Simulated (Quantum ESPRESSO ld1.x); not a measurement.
All-electron atom: Tm+ in [Xe] 4f13 6s1. Method: scalar-relativistic Kohn-Sham, LDA (Slater exchange, Perdew-Wang correlation), spin-polarised, spherical densities, point nucleus, Perdew-Zunger self-interaction correction; open shells are filled with parallel spins first; computed with ld1.x of Quantum ESPRESSO 7.5.

Unscreened Slater integrals over Kohn-Sham orbitals (cm^-1). They are taken over the spin-up orbitals.

integral    value
F0(6s,6s)   55426
F0(6s,4f)   72545
G3(6s,4f)  2539.9
F0(6s,5p)   69095
G1(6s,5p)  5732.3
F0(6s,5s)   70324
G0(6s,5s)  2864.5
F0(4f,4f)  264280
F2(4f,4f)  122380
F4(4f,4f)   76173
F6(4f,4f)   54633
F0(4f,5p)  161370
F2(4f,5p)   53690
G2(4f,5p)   28706
G4(4f,5p)   21758
F0(4f,5s)  185570
G3(4f,5s)   34627
F0(5p,5p)  133410
F2(5p,5p)   70997
F0(5p,5s)  144590
G1(5p,5s)   95075
F0(5s,5s)  159780

Derived for the open shells (J is the average intra-shell exchange parameter used in DFT+U). 4f: F4/F2 = 0.622, F6/F2 = 0.446, J = (286 F2 + 195 F4 + 250 F6)/6435 = 9870 cm^-1.
